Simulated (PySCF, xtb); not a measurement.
CH5F3Si2, SMILES F[SiH2]C(F)(F)[SiH3].

GFN2-xTB in xtb at its own geometry gives an orbital gap of 4.67 eV and a dipole moment of 4.36 D.

The structure is a stationary point at TPSSh-D3(BJ)/def2-SVP. This is a generated structure with no PubChem entry under its InChIKey; it may be hypothetical. The values are those of a single conformer.

**Question.** What does PySCF with ωB97X/def2-TZVP give? (Estimate from the structure and the level; the computed values follow.)

**Answer.** gap 11.87 eV (levels -10.69 and 1.19 eV), dipole 2.95 D.
